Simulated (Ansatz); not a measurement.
Ideal-gas functions of ClF2H2HfN, SMILES `[NH2][Hf]([F])([F])[Cl]` at 600 K and 1 bar, from an Ansatz frequency run at PBE0-D4/def2-TZVP.

Molar mass 267.96 g/mol, point group Cs (symmetry number 1), electronic degeneracy 1, moments of inertia 185.22, 299.647, 309.27 u Å². Harmonic wavenumbers (cm⁻¹, unscaled): 96, 132, 143, 157, 160, 205, 374, 475, 510, 644, 650, 663, 1545, 3564, 3654.

Use S(trans) = R[1.5 ln M + 2.5 ln T − 1.1517]; rotational temperatures θ = 24.2544 K / I; S(rot) = R[ln(√π/σ · √(T³/θAθBθC)) + 1.5]; for each mode x = 1.438777 ν̃/T, S = R[x/(eˣ − 1) − ln(1 − e⁻ˣ)] and H = RT x/(eˣ − 1); 1 cm⁻¹ = 0.0119627 kJ/mol; R = 8.31446 J/(mol·K).

Problem. By hand: the entropy, in J/(mol·K).

Solution. Translation 193.1. Rotation: θ = 0.1309, 0.0809, 0.0784 K, giving 126.5. Vibration, mode by mode: 20.54, 17.91, 17.25, 16.49, 16.33, 14.30, 9.49, 7.67, 7.14, 5.48, 5.42, 5.28, 0.98, 0.02, 0.01, in all 144.3. Electronic 0.0. Sum 463.9 J/(mol·K).

Problem. By hand: H − E and G − E in kJ/mol, counted from the electronic energy.

Solution. Zero-point energy ½ × 12972 × 0.0119627 = 77.6; thermal vibration 39.9; translation, rotation and pV give 4 RT = 20.0. H − E = 137.5 kJ/mol, and G − E = 137.5 − 600 × 463.9/1000 = -140.8 kJ/mol.

Vibration gives 31 % of the entropy, 55.7 J/(mol·K) of it from the modes under 150 cm⁻¹: soft modes count most, and the harmonic formula is weakest for them. The sum counts one conformer and one mirror image; others add a mixing term.
